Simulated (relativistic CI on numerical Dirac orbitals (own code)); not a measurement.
## How well does a small relativistic CI reproduce Zr6+?

Calculated at this level of theory: Dirac-Coulomb-Breit CI, orbitals from a KLI potential per configuration, a model potential for QED, unscaled Slater integrals (own radial code, finite nucleus).

CI space (outside the closed core [Ar] 3d10): 4s2.4p4, 4s.4p5, 4s2.4p3.4d, 4p6, 4s.4p4.4d, 4s2.4p3.4f, 4s2.4p3.5s, 4s.4p4.4f, 4s2.4p3.5p, 4p5.4d, 4s2.4p3.5d, 4s.4p3.4d2, 4s2.4p3.6s, 4p4.4d2, 4p3.4d3, 4p3.4d2.4f, 4p3.4d2.5s. Double excitations out of closed p, d and f shells are left out; levels of such configurations are missing from the list, as are those of other unlisted configurations, and high levels can miss mixing partners. These lack a partner that the ground configuration has and come out too high: 4s2.4p3.5p, 4s2.4p3.5d, 4s2.4p3.6s.

| Configuration | Term (tabulated) | J | Measured (cm⁻¹) | Computed | Error | Purity (%) |
| --- | --- | --- | --- | --- | --- | --- |
| 4s2.4p4 | 3P | 2 | 0.0 | 0 | 0 | 90 |
| 4s2.4p4 | 3P † | 0 | 12557.0 | 13479 | 922 | 88 |
| 4s2.4p4 | 3P † | 1 | 13549.0 | 13202 | -347 | 98 |
| 4s2.4p4 | 1D | 2 | 27176.0 | 28953 | 1777 | 90 |
| 4s2.4p4 | 1S | 0 | 56943.0 | 64643 | 7700 | 88 |
| 4s.4p5 | 3P° | 2 | 192812.0 | 183057 | -9755 | 83 |
| 4s.4p5 | 3P° | 1 | 201981.0 | 192199 | -9782 | 80 |
| 4s.4p5 | 3P° | 0 | 208638.0 | 198546 | -10092 | 82 |
| 4s2.4p3.4d | 5D° | 0 | 262683.0 | 253628 | -9055 | 94 |
| 4s2.4p3.4d | 5D° † | 1 | 263119.0 | 253895 | -9224 | 95 |
| 4s2.4p3.4d | 5D° † | 2 | 263702.0 | 254019 | -9683 | 93 |
| 4s2.4p3.4d | 5D° | 3 | 264081.0 | 254215 | -9866 | 91 |
| 4s2.4p3.4d | 5D° | 4 | 264903.0 | 255250 | -9653 | 93 |
| 4s2.4p3.4d | 3F° | 3 | 288053.0 | 282772 | -5281 | 83 |
| 4s2.4p3.4d | 1S° | 0 | 289300.0 | 281396 | -7904 | 93 |
| 4s2.4p3.4d | 3F° | 4 | 291472.0 | 286771 | -4701 | 86 |
| 4s2.4p3.4d | 3G° | 3 | 296679.0 | 294129 | -2550 | 83 |
| 4s2.4p3.4d | 3G° | 4 | 298282.0 | 295847 | -2435 | 73 |
| 4s2.4p3.4d | 3G° | 5 | 300720.0 | 298847 | -1873 | 98 |
| 4s2.4p3.4d | 1G° | 4 | 303437.0 | 301699 | -1738 | 83 |
| 4s2.4p3.4d | 1D° | 2 | 311985.0 | 310673 | -1312 | 74 |
| 4s2.4p3.4d | 3D° | 1 | 312987.0 | 312173 | -814 | 95 |
| 4s2.4p3.4d | 3P° † | 0 | 317400.0 | 315662 | -1738 | 91 |
| 4s2.4p3.4d | 3F° | 3 | 322407.0 | 322221 | -186 | 85 |
| 4s2.4p3.4d | 3F° | 2 | 323711.0 | 323525 | -186 | 81 |
| 4s2.4p3.4d | 3P° † | 1 | 323870.0 | 317855 | -6015 | 90 |
| 4s2.4p3.4d | 3F° | 4 | 324907.0 | 325279 | 372 | 77 |
| 4s2.4p3.4d | 3P° | 2 | 330126.0 | 329183 | -943 | 81 |
| 4s2.4p3.4d | 3P° | 2 | 343828.0 | 347880 | 4052 | 79 |
| 4s2.4p3.4d | 1F° | 3 | 346462.0 | 346077 | -385 | 77 |
| 4s2.4p3.4d | 3P° | 0 | 355650.0 | 360328 | 4678 | 81 |
| 4s2.4p3.4d | 1F° | 3 | 380360.0 | 391377 | 11017 | 89 |
| 4s2.4p3.4d | 1P° | 1 | 397987.0 | 413960 | 15973 | 87 |
| 4s2.4p3.5s | 5S° | 2 | 408775.0 | 413346 | 4571 | 95 |
| 4s2.4p3.5s | 3S° | 1 | 418375.0 | 425557 | 7182 | 90 |
| 4s2.4p3.5s | 3D° † | 2 | 434766.0 | 445198 | 10432 | 75 |
| 4s2.4p3.5s | 3D° † | 1 | 434815.0 | 445044 | 10229 | 84 |
| 4s2.4p3.5s | 3D° | 3 | 439534.0 | 449634 | 10100 | 100 |
| 4s2.4p3.5s | 1D° | 2 | 443204.0 | 454379 | 11175 | 81 |
| 4s2.4p3.5s | 3P° | 0 | 456721.0 | 469846 | 13125 | 100 |
| 4s2.4p3.5s | 3P° | 1 | 458043.0 | 471321 | 13278 | 83 |
| 4s2.4p3.5s | 3P° | 2 | 466123.0 | 478741 | 12618 | 77 |
| 4s2.4p3.5s | 1P° | 1 | 469225.0 | 482833 | 13608 | 74 |
| 4s2.4p3.5p | 3P | 1 | 480659.0 | 487536 | 6877 | 66 |
| 4s2.4p3.5p | 3P | 2 | 483891.0 | 490416 | 6525 | 75 |
| 4s2.4p3.5p | 3P | 0 | 485937.0 | 493044 | 7107 | 72 |
| 4s2.4p3.5p | 3F | 3 | 501798.0 | 511625 | 9827 | 67 |
| 4s2.4p3.5p | 1F | 3 | 504480.0 | 514491 | 10011 | 59 |
| 4s2.4p3.5p | 3D | 2 | 506544.0 | 511616 | 5072 | 57 |
| 4s2.4p3.5p | 3F | 4 | 507603.0 | 517318 | 9715 | 97 |
| 4s2.4p3.5p | 3P † | 2 | 512175.0 | 523156 | 10981 | 88 |
| 4s2.4p3.5p | 3P † | 0 | 515789.0 | 524410 | 8621 | 92 |

Measured levels from measured levels as listed in Rauch et al., Astron. Astrophys. 599, A142 (2017); pairs were made by configuration, J and term (by order where the table uses no LS term), so strongly mixed levels may be paired wrongly.

Mean error by configuration (cm⁻¹): 4s2.4p4 4739; 4s.4p5 -9876; 4s2.4p3.4d -1085; 4s2.4p3.5s 10707; 4s2.4p3.5p 7876. Over the excited levels the mean absolute error is 6704 cm⁻¹ (51 of the 69 excited levels that our extract of the source holds in range could be paired, and the others can miss by more), and the median relative error of those above 1,000 cm⁻¹ is 1.8 %. † marks terms whose computed intervals miss the measured ones by more than a factor of 2.5, or configurations far off the rest, from wrong mixing, a near crossing or a doubtful label or measurement; they are left out of the means.
